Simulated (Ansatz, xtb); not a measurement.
**Redistribution: C3H10Si2 + SiH(OH)3 → C2H8OSi2 + SiH(CH3)(OH)2**

Species: C3H10Si2 `C[SiH2]/C=C/[SiH3]`, singlet; SiH(OH)3, singlet; C2H8OSi2 `O[SiH2]/C=C/[SiH3]`, singlet; SiH(CH3)(OH)2, singlet. The partners trade CH3 for OH; both sit on Si, so the bond types are kept.

Shapes, held fixed at every level: PBE0-D4/def2-TZVP. Flexible molecules stand in one conformer, not always the lowest. Programs: Ansatz 0.2.0, xtb 6.7.1. The zero-point and thermal change to 298 K, harmonic and unscaled (PBE0-D4/def2-TZVP), is -0.1 kJ/mol.

```
               level                    kind  ΔH(298 K) (kJ/mol)  less CCSD(T)/CBS estimate
            GFN2-xTB          semi-empirical                +6.8                      -14.9
         HF/def2-SVP            Hartree–Fock               +19.8                       -1.9
  PBE0-D4/def2-TZVPP           global hybrid               +21.3                       -0.4
  wB97M-V/def2-TZVPP  range-separated hybrid               +20.2                       -1.5
  wB97X-V/def2-TZVPP  range-separated hybrid               +19.7                       -2.0
    CCSD(T)/def2-SVP   coupled cluster or CI               +19.6                       -2.1
       CCSD/def2-SVP   coupled cluster or CI               +19.8                       -1.9
     CCSD/def2-TZVPP   coupled cluster or CI               +21.9                       +0.2
CCSD(T)/CBS estimate   coupled cluster or CI               +21.7                        0.0
```

The highest level, CCSD(T)/CBS estimate, gives ΔH(298 K) = +21.7 kJ/mol; the levels span +6.8 to +21.9. The column of differences is taken from that level and isn't an error. No measured value is set beside it here. The CBS estimate extrapolates MP2 from def2-TZVPP and def2-QZVPP and adds CCSD(T) − MP2 in the triple-zeta set, cores frozen.
